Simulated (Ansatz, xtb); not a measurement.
**C3H9BO2S: 3 structures ranked**

3 gas-phase structures of C3H9BO2S, from a drawn sample of its isomers (lower ones may exist). Each was relaxed with GFN2-xTB; where two conformers were screened, the lower at r2SCAN-D4/def2-SVP is listed:

A. `CCSCB(O)O`, a singlet
B. `CS[C@H](C)B(O)O`, a singlet
C. `CCOB(O)SC`, a singlet

Problem. Make a reasoned guess at their ranking by r2SCAN-D4/def2-SVP single-point energy.

Solution. Calculated order at r2SCAN-D4/def2-SVP: C (0.000), B (0.295), A (0.339) eV.

Energies above the lowest of each column, in eV; the last columns are at B3LYP-D3(BJ)/def2-SVP geometries:

```tsv
structure	GFN2-xTB	HF/STO-3G	r2SCAN-D4/def2-SVP	B3LYP-D3(BJ)/def2-SVP	CCSD(T)/def2-SVP + ΔMP2/def2-TZVPP
C	0.000	0.000	0.000	0.000	0.000
B	0.699	0.848	0.295	0.248	0.128
A	0.669	0.797	0.339	0.192	0.108
```

Every level run on C puts it lowest or level with the lowest. CCSD(T)/def2-SVP + ΔMP2/def2-TZVPP orders those it was run on as C (0.000), A (0.108), B (0.128) eV. Less than 1 kcal/mol parts A and B, so the order within that pair means little. Flexible structures stand in one conformer each, not always the lowest. ΔMP2 is the change of the MP2 energy from the smaller to the larger basis.

Programs: Ansatz 0.2.0, xtb 6.7.1.
